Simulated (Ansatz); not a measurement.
Born–Oppenheimer molecular dynamics of a periodic cell of 15 atoms, H₈CO₆ (contents 4 H2O + 1 CO2, density as packed 1.04 g/cm³ with natural masses). It starts from a partly relaxed structure (largest force component 0.28 eV/Å).

Computed with DFT PBE-D3(BJ), scalar-relativistic, plane waves, PAW (Ansatz). Settings: accuracy low, cutoff 420 eV, k mesh 1x1x1, fermi-dirac smearing 0.05 eV, no spin polarisation.

| Quantity | Value |
| --- | --- |
| ensemble | NVT, Langevin thermostat |
| time step | 0.5 fs |
| steps asked | 300 |
| set temperature | 1500 K |
| friction | 0.02 /fs |
| seed | 890790 |

Frames 2.5 fs apart, positions in Å.

Velocities at 40.0 fs (Å/ps):

```
O -5.25 -7.65 5.64
H 56.16 -44.70 -12.56
H -16.60 -24.78 11.24
O 8.76 -0.34 -4.29
H -19.20 42.89 -10.42
H 36.02 -5.98 -66.49
O 4.21 -18.82 -18.11
H 5.46 26.47 -64.45
H -45.35 11.79 -11.02
O 0.08 12.46 1.12
H -33.24 -29.46 -36.65
H 21.69 10.49 -15.10
C 20.72 -3.37 -4.97
O 1.96 2.85 2.09
O 17.29 4.11 -11.66
```

```xyz
15
Lattice="5.7083 0.0000 0.0000 0.0000 5.7083 0.0000 0.0000 0.0000 5.7083" Properties=species:S:1:pos:R:3 time_fs=40.0 energy_less_start_eV=2.147 T=1500
O 1.499 0.125 2.864
H 1.250 1.009 3.348
H 1.550 0.473 1.908
O 4.616 5.599 4.780
H 5.450 5.183 4.562
H 4.076 4.628 4.842
O 0.719 3.814 0.293
H 1.254 2.975 0.328
H 1.251 4.370 0.871
O 3.041 1.896 0.544
H 2.821 1.640 -0.387
H 3.546 1.289 0.972
C 5.004 3.017 3.160
O 4.148 3.742 2.899
O 5.920 2.456 3.594
15
Lattice="5.7083 0.0000 0.0000 0.0000 5.7083 0.0000 0.0000 0.0000 5.7083" Properties=species:S:1:pos:R:3 time_fs=42.5 energy_less_start_eV=1.998 T=1565
O 1.488 0.104 2.871
H 1.365 0.889 3.303
H 1.525 0.378 1.980
O 4.624 5.591 4.769
H 5.460 5.251 4.543
H 4.171 4.725 4.684
O 0.728 3.770 0.245
H 1.276 3.023 0.178
H 1.174 4.382 0.850
O 3.037 1.932 0.544
H 2.768 1.569 -0.426
H 3.648 1.257 0.953
C 5.059 3.018 3.147
O 4.149 3.748 2.904
O 5.966 2.464 3.567
15
Lattice="5.7083 0.0000 0.0000 0.0000 5.7083 0.0000 0.0000 0.0000 5.7083" Properties=species:S:1:pos:R:3 time_fs=45.0 energy_less_start_eV=2.120 T=1772
O 1.497 0.076 2.872
H 1.427 0.915 3.338
H 1.547 0.296 1.976
O 4.618 5.588 4.761
H 5.602 5.319 4.533
H 4.204 4.832 4.547
O 0.726 3.731 0.187
H 1.354 3.001 0.017
H 1.061 4.376 0.816
O 3.032 1.965 0.527
H 2.806 1.518 -0.333
H 3.704 1.229 0.895
C 5.118 3.035 3.137
O 4.153 3.740 2.908
O 6.026 2.471 3.539
15
Lattice="5.7083 0.0000 0.0000 0.0000 5.7083 0.0000 0.0000 0.0000 5.7083" Properties=species:S:1:pos:R:3 time_fs=47.5 energy_less_start_eV=2.395 T=1503
O 1.510 0.044 2.882
H 1.529 0.980 3.367
H 1.586 0.252 1.845
O 4.628 5.599 4.750
H 5.618 5.420 4.567
H 4.106 4.751 4.382
O 0.713 3.696 0.130
H 1.417 3.009 -0.098
H 1.014 4.322 0.787
O 3.039 1.999 0.505
H 2.834 1.498 -0.244
H 3.652 1.282 0.787
C 5.164 3.059 3.118
O 4.167 3.721 2.911
O 6.089 2.469 3.512
15
Lattice="5.7083 0.0000 0.0000 0.0000 5.7083 0.0000 0.0000 0.0000 5.7083" Properties=species:S:1:pos:R:3 time_fs=50.0 energy_less_start_eV=2.449 T=1485
O 1.527 0.027 2.885
H 1.620 0.898 3.264
H 1.591 0.226 1.884
O 4.628 5.609 4.735
H 5.529 5.501 4.603
H 4.050 4.769 4.241
O 0.701 3.661 0.070
H 1.478 3.081 -0.142
H 1.030 4.249 0.783
O 3.045 2.031 0.481
H 2.802 1.462 -0.319
H 3.603 1.355 0.742
C 5.204 3.076 3.102
O 4.191 3.696 2.914
O 6.150 2.464 3.482
15
Lattice="5.7083 0.0000 0.0000 0.0000 5.7083 0.0000 0.0000 0.0000 5.7083" Properties=species:S:1:pos:R:3 time_fs=52.5 energy_less_start_eV=1.975 T=1800
O 1.548 0.007 2.873
H 1.708 0.874 3.167
H 1.574 0.214 1.994
O 4.607 5.613 4.718
H 5.559 5.532 4.614
H 4.114 4.972 4.172
O 0.692 3.628 0.014
H 1.531 3.208 -0.137
H 1.015 4.150 0.759
O 3.031 2.067 0.442
H 2.769 1.492 -0.370
H 3.696 1.363 0.769
C 5.242 3.090 3.101
O 4.216 3.665 2.926
O 6.198 2.462 3.456
15
Lattice="5.7083 0.0000 0.0000 0.0000 5.7083 0.0000 0.0000 0.0000 5.7083" Properties=species:S:1:pos:R:3 time_fs=55.0 energy_less_start_eV=2.435 T=1846
O 1.569 -0.020 2.872
H 1.832 0.929 3.165
H 1.532 0.220 1.895
O 4.585 5.623 4.703
H 5.620 5.500 4.605
H 4.205 5.183 4.057
O 0.674 3.596 -0.038
H 1.594 3.284 -0.180
H 0.993 4.045 0.763
O 3.017 2.093 0.397
H 2.756 1.583 -0.343
H 3.809 1.442 0.768
C 5.285 3.110 3.117
O 4.242 3.621 2.936
O 6.232 2.474 3.422
15
Lattice="5.7083 0.0000 0.0000 0.0000 5.7083 0.0000 0.0000 0.0000 5.7083" Properties=species:S:1:pos:R:3 time_fs=57.5 energy_less_start_eV=2.300 T=1867
O 1.587 -0.040 2.867
H 1.945 0.856 3.179
H 1.481 0.166 1.832
O 4.590 5.645 4.699
H 5.571 5.468 4.602
H 4.189 5.243 3.725
O 0.657 3.572 -0.082
H 1.595 3.304 -0.264
H 0.954 3.963 0.791
O 3.003 2.115 0.358
H 2.705 1.632 -0.399
H 3.765 1.647 0.705
C 5.332 3.137 3.136
O 4.273 3.579 2.937
O 6.265 2.496 3.387
15
Lattice="5.7083 0.0000 0.0000 0.0000 5.7083 0.0000 0.0000 0.0000 5.7083" Properties=species:S:1:pos:R:3 time_fs=60.0 energy_less_start_eV=2.815 T=1854
O 1.609 -0.053 2.846
H 1.994 0.680 3.238
H 1.448 0.092 1.917
O 4.594 5.675 4.684
H 5.485 5.429 4.591
H 4.245 5.384 3.582
O 0.635 3.553 -0.113
H 1.536 3.321 -0.344
H 0.877 3.845 0.811
O 2.985 2.135 0.319
H 2.656 1.660 -0.512
H 3.766 1.813 0.659
C 5.385 3.151 3.157
O 4.305 3.562 2.926
O 6.307 2.510 3.347
15
Lattice="5.7083 0.0000 0.0000 0.0000 5.7083 0.0000 0.0000 0.0000 5.7083" Properties=species:S:1:pos:R:3 time_fs=62.5 energy_less_start_eV=2.178 T=1899
O 1.633 -0.077 2.821
H 2.038 0.636 3.289
H 1.394 0.095 1.948
O 4.588 5.704 4.652
H 5.513 5.337 4.570
H 4.329 5.596 3.743
O 0.607 3.540 -0.140
H 1.488 3.314 -0.413
H 0.787 3.715 0.780
O 2.956 2.160 0.264
H 2.622 1.666 -0.512
H 3.898 1.863 0.624
C 5.424 3.168 3.167
O 4.338 3.553 2.910
O 6.353 2.529 3.313
15
Lattice="5.7083 0.0000 0.0000 0.0000 5.7083 0.0000 0.0000 0.0000 5.7083" Properties=species:S:1:pos:R:3 time_fs=65.0 energy_less_start_eV=2.370 T=1660
O 1.658 -0.104 2.808
H 2.118 0.678 3.310
H 1.337 0.186 1.863
O 4.589 5.728 4.633
H 5.506 5.273 4.581
H 4.335 5.779 3.793
O 0.587 3.531 -0.164
H 1.500 3.293 -0.485
H 0.666 3.600 0.775
O 2.937 2.184 0.215
H 2.640 1.648 -0.476
H 3.874 1.950 0.494
C 5.439 3.175 3.167
O 4.366 3.545 2.901
O 6.407 2.543 3.289
15
Lattice="5.7083 0.0000 0.0000 0.0000 5.7083 0.0000 0.0000 0.0000 5.7083" Properties=species:S:1:pos:R:3 time_fs=67.5 energy_less_start_eV=2.441 T=1457
O 1.677 -0.127 2.793
H 2.119 0.635 3.226
H 1.359 0.267 1.898
O 4.599 5.746 4.627
H 5.397 5.247 4.598
H 4.267 5.950 3.557
O 0.576 3.519 -0.184
H 1.474 3.297 -0.521
H 0.562 3.483 0.837
O 2.917 2.209 0.177
H 2.653 1.530 -0.470
H 3.798 2.040 0.307
C 5.445 3.164 3.167
O 4.381 3.549 2.890
O 6.461 2.557 3.263
```

Of the whole run (150 fs, mean temperature of the second half 1452 K): A run of 0.15 ps of so small a system gives no equilibrium averages. Limits of this set-up: coarse k mesh, low accuracy level.

The run took 4.4 min on 1 thread of Arm Neoverse V1, on a shared host, peak memory 0.3 GiB.
